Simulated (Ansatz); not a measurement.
`CB(N)[SiH3]` at its PBE0-D4/def2-TZVP geometry, where that method's forces vanish. Total charge 0; spin multiplicity 1.

```xyz
12

C     0.9566    0.3737    1.2602
B    -0.1809   -0.0521    0.2615
N    -1.4230   -0.4583    0.7409
Si    0.1064   -0.0291   -1.7466
H     1.2869    1.3984    1.0586
H     0.6626    0.3167    2.3134
H     1.8450   -0.2526    1.1252
H    -2.1859   -0.7411    0.1495
H    -1.6423   -0.4952    1.7247
H     1.2343   -0.9183   -2.1519
H     0.4442    1.3390   -2.2380
H    -1.1040   -0.4812   -2.4975
```

(1) What forces (eV/Å) does PBE-D4/def2-TZVPP give on these atoms in Ansatz? (An estimate is asked.)

Results:

(1) Ansatz gave: 
```
C1  -0.091 -0.034 -0.076
B2   0.223  0.071 -0.148
N3   0.040  0.013 -0.042
Si4 -0.032 -0.006  0.132
H5   0.077  0.193 -0.031
H6  -0.053 -0.010  0.215
H7   0.179 -0.107 -0.019
H8  -0.285 -0.106 -0.203
H9  -0.092 -0.018  0.365
H10  0.113 -0.084 -0.050
H11  0.038  0.132 -0.058
H12 -0.116 -0.044 -0.086
```
